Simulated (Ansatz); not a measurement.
Computed with Ansatz on PBE0-D4/def2-TZVP structures; ΔE is electronic, products minus reactants. CCSD(T)/CBS is the MP2 limit (def2-TZVPP, def2-QZVPP) plus CCSD(T) − MP2 in def2-TZVPP, frozen cores. This one scheme is used for every species. DFT in def2-TZVPP. B3LYP here is the variant with VWN-RPA as its local correlation; programs differ in this. Triplets are unrestricted, without spin–orbit coupling. One conformer a species, not always the lowest.

Consider the formal loss of a carbene: `O[SiH2]C[SiH2]S` → `[CH2]` (triplet) + `O[SiH2][SiH2]S`.

| level | ΔE (kJ/mol) | difference from CCSD(T)/CBS |
| --- | --- | --- |
| PBE-D4 | 483.5 | -11.1 |
| r2SCAN-D4 | 466.9 | -27.7 |
| PBE0-D4 | 481.1 | -13.5 |
| B3LYP-D4 | 479.7 | -14.9 |
| ωB97X-V | 500.6 | 6.0 |
| ωB97M-V | 500.5 | 5.9 |
| B2PLYP | 483.6 | -11.0 |
| PBE | 477.7 | -16.9 |
| r2SCAN | 465.2 | -29.4 |
| PBE0 | 476.2 | -18.4 |
| SCS-MP2/def2-TZVPP | 502.0 | 7.4 |
| CCSD/def2-TZVPP | 473.3 | -21.3 |
| HF/def2-QZVPP | 352.1 | -142.5 |
| MP2/def2-QZVPP | 511.0 | 16.4 |
| MP2/CBS(def2) | 515.4 | 20.8 |
| CCSD/CBS(def2) | 484.4 | -10.2 |
| CCSD(T)/CBS | 494.6 | 0 |

Largest T1 diagnostic among the species: 0.012.

The D4 term adds +8.9 kJ/mol with B3LYP and +4.9 kJ/mol with PBE0; it sums over pairs of atoms, weighted by their polarisabilities, and B3LYP, whose exchange is more repulsive, gets the larger term. In def2-TZVPP, CCSD(T) changes the Hartree–Fock value by +132.4 kJ/mol (the triples alone add +10.2 kJ/mol) and MP2 by +153.2 kJ/mol.
